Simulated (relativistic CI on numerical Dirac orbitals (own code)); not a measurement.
**Re3+: computed level list**

These numbers are calculated, not measured: Dirac-Coulomb-Breit CI, orbitals from a KLI potential per configuration, a model potential for QED, valence Slater integrals scaled by 0.85, P86 correlation energy added to each configuration (own radial code, finite nucleus).

Configurations in the expansion (outside the closed core [Kr] 4d10 4f14 5s2): 5p6 5d4, 5p6 5d3 6s, 5p6 5d3 6p, 5p6 5d3 5f, 5p6 5d3 5g, 5p6 5d2 6s 6p, 5p6 5d3 6d, 5p6 5d3 7s, 5p6 5d3 7p, 5p6 5d3 8s, 5p5 5d5, 5p6 5d3 7d, 5p6 5d3 6f, 5p6 5d3 8p, 5p6 5d3 8d, 5p6 5d2 5f 6s, 5p6 5d2 6p 7s, 5p6 5d2 6s2, 5p6 5d 6s2 6p, 5p6 5d 5f 6s2, 5p6 5d 5g 6s2, 5p6 5d 6s2 6d, 5p6 5d 6s2 7s, 5p6 5d2 5f2, 5p6 5d 5f2 6s, 5p6 5d 5f2 6p, 5p6 5d 5f3, 5p6 5d 5f2 5g, 5p6 5d 5f2 6d, 5p6 5d 5f2 7s, 5p6 5d2 6p2, 5p6 5d 6s 6p2, 5p6 5d 6p3, 5p6 5d 5f 6p2, 5p6 5d 5g 6p2, 5p6 5d 6p2 6d, 5p6 5d 6p2 7s, 5p6 5d2 6s 7s, 5p6 5d 6s 6p 7s, 5p6 5d 5f 6s 7s, 5p6 5d 5g 6s 7s, 5p6 5d 6s 6d 7s, 5p6 5d 6s 7s2, 5p6 5d2 5g 6s, 5p6 5d 5g 6s 6p, 5p6 5d 5f 5g 6s, 5p6 5d 5g2 6s, 5p6 5d 5g 6s 6d. Double excitations out of closed p, d and f shells are left out; levels of such configurations are missing from the list, as are those of other unlisted configurations, and high levels can miss mixing partners. These lack a partner that the ground configuration has and come out too high: 5p6 5d3 7p, 5p6 5d3 8s, 5p6 5d3 7d, 5p6 5d3 6f, 5p6 5d3 8p.

The lowest level is 5p6 5d4 5D_0, with 72 % of that term; Hund's rules for 5p6 5d4 give 5D with J = 0, in agreement.

| No. | Configuration | Term | J | E (cm⁻¹) | % | jj configuration (%) |
| --- | --- | --- | --- | --- | --- | --- |
| 1 | 5p6 5d4 | 5D | 0 | 0.0 | 72 | 5d3/2^4 (68) |
| 2 | 5p6 5d4 | 5D | 1 | 2490.0 | 87 | 5d3/2^3 5d5/2 (81) |
| 3 | 5p6 5d4 | 5D | 2 | 5019.9 | 94 | 5d3/2^2 5d5/2^2 (63) |
| 4 | 5p6 5d4 | 5D | 3 | 7231.4 | 92 | 5d3/2^2 5d5/2^2 (53) |
| 5 | 5p6 5d4 | 5D | 4 | 9055.4 | 81 | 5d3/2^2 5d5/2^2 (40) |
| 6 | 5p6 5d4 | 3P | 0 | 13798.6 | 60 | 5d3/2^2 5d5/2^2 (59) |
| 7 | 5p6 5d4 | 3H | 4 | 16578.3 | 59 | 5d3/2^3 5d5/2 (60) |
| 8 | 5p6 5d4 | 3P | 1 | 18453.2 | 79 | 5d3/2^2 5d5/2^2 (54) |
| 9 | 5p6 5d4 | 3G | 3 | 19385.6 | 55 | 5d3/2^2 5d5/2^2 (50) |
| 10 | 5p6 5d4 | 3F | 2 | 19455.5 | 75 | 5d3/2^2 5d5/2^2 (54) |
| 11 | 5p6 5d4 | 3H | 5 | 20261.8 | 79 | 5d3/2^2 5d5/2^2 (96) |
| 12 | 5p6 5d4 | 3H | 6 | 22137.3 | 81 | 5d3/2^2 5d5/2^2 (82) |
| 13 | 5p6 5d4 | 3F | 4 | 23306.8 | 34 | 5d3/2 5d5/2^3 (48) |
| 14 | 5p6 5d4 | 3P | 2 | 23602.7 | 67 | 5d3/2^2 5d5/2^2 (60) |
| 15 | 5p6 5d4 | 3G | 4 | 25253.4 | 42 | 5d3/2^2 5d5/2^2 (76) |
| 16 | 5p6 5d4 | 3F | 3 | 25748.0 | 58 | 5d3/2 5d5/2^3 (57) |
| 17 | 5p6 5d4 | 3D | 3 | 27969.6 | 73 | 5d3/2^2 5d5/2^2 (42) |
| 18 | 5p6 5d4 | 3D | 2 | 28376.0 | 32 | 5d3/2 5d5/2^3 (48) |
| 19 | 5p6 5d4 | 3G | 5 | 28811.5 | 78 | 5d3/2 5d5/2^3 (95) |
| 20 | 5p6 5d4 | 3D | 1 | 30784.8 | 90 | 5d3/2 5d5/2^3 (66) |
| 21 | 5p6 5d4 | 1I | 6 | 31291.6 | 81 | 5d3/2 5d5/2^3 (82) |
| 22 | 5p6 5d4 | 1D | 2 | 34796.5 | 32 | 5d3/2^2 5d5/2^2 (50) |
| 23 | 5p6 5d4 | 1G | 4 | 34872.3 | 55 | 5d5/2^4 (45) |
| 24 | 5p6 5d4 | 1S | 0 | 35449.2 | 80 | 5d3/2 5d5/2^3 (71) |
| 25 | 5p6 5d4 | 1F | 3 | 37897.6 | 69 | 5d3/2 5d5/2^3 (72) |
| 26 | 5p6 5d4 | 3P | 2 | 41063.8 | 79 | 5d3/2^2 5d5/2^2 (51) |
| 27 | 5d3(4F) 6s | 5F | 1 | 42923.0 | 91 | 5d3/2^3 6s (57) |
| 28 | 5p6 5d4 | 3F | 4 | 43691.4 | 72 | 5d3/2^2 5d5/2^2 (64) |
| 29 | 5p6 5d4 | 3F | 2 | 44644.3 | 61 | 5d3/2^2 5d5/2^2 (30) |
| 30 | 5d3(4F) 6s | 5F | 2 | 44901.6 | 75 | 5d3/2^2 5d5/2 6s (46) |
| 31 | 5p6 5d4 | 3P | 1 | 45423.9 | 90 | 5d3/2 5d5/2^3 (83) |
| 32 | 5p6 5d4 | 3F | 3 | 45617.0 | 80 | 5d3/2 5d5/2^3 (89) |
| 33 | 5d3(4F) 6s | 5F | 3 | 47751.1 | 94 | 5d3/2^2 5d5/2 6s (73) |
| 34 | 5p6 5d4 | 3P | 0 | 47988.0 | 82 | 5d5/2^4 (55) |
| 35 | 5p6 5d4 | 1G | 4 | 48615.5 | 69 | 5d3/2 5d5/2^3 (75) |
| 36 | 5d3(4F) 6s | 5F | 4 | 50919.0 | 93 | 5d3/2 5d5/2^2 6s (61) |
| 37 | 5d3(4F) 6s | 5F | 5 | 53884.4 | 85 | 5d3/2 5d5/2^2 6s (48) |
| 38 | 5d3(4P) 6s | 5P | 2 | 56206.1 | 53 | 5d3/2^2 5d5/2 6s (42) |
| 39 | 5d3(4P) 6s | 5P | 1 | 56849.2 | 81 | 5d3/2^2 5d5/2 6s (80) |
| 40 | 5d3(4F) 6s | 3F | 2 | 59082.3 | 55 | 5d3/2^2 5d5/2 6s (70) |
| 41 | 5d3(4P) 6s | 5P | 3 | 61556.4 | 50 | 5d3/2^2 5d5/2 6s (60) |
| 42 | 5d3(4P) 6s | 5P | 3 | 62171.7 | 45 | 5d3/2^2 5d5/2 6s (51) |
| 43 | 5p6 5d4 | 1D | 2 | 62601.4 | 76 | 5d3/2^2 5d5/2^2 (37) |
| 44 | 5d3(2G) 6s | 3G | 4 | 62849.3 | 47 | 5d3/2^2 5d5/2 6s (78) |
| 45 | 5d3(2D) 6s | 3D | 1 | 64676.0 | 45 | 5d3/2 5d5/2^2 6s (36) |

Energies count from the lowest computed level. Percentages are summed over parent terms; the parents shown are those of the largest component, closed shells are left out there. Filled j subshells are mostly left out of the jj labels.

The mean weight of the leading LS term, summed over parents, in these 45 levels is 70 %, and that of the leading jj configuration (from the same eigenvectors) 61 %.

For a near-neutral ion this model can misplace configurations by up to about 10,000 cm⁻¹ (more where the count of f electrons changes) and terms by 10 to 25 % of their spread. Rates follow the energies as ν³ (E1, M1) or ν⁵ (E2), so they and the lifetimes can be off by large factors. The fine structure of a lone outer electron comes out too small, for d and f at times inverted, and misplaced configurations move strength between like terms. 37 of the 69 excited levels that our extract of the measured tables holds in this range could be paired (the sources list more); they are missed by 2051 cm⁻¹ on average and 3884 at most, and levels without a partner can miss by more. Some levels of the ground configuration have no partner and can miss by 10 % or more.

LS names give the leading component of a level, which can be under half, so a name can repeat, a term be missing and a line seem to break the LS rules.
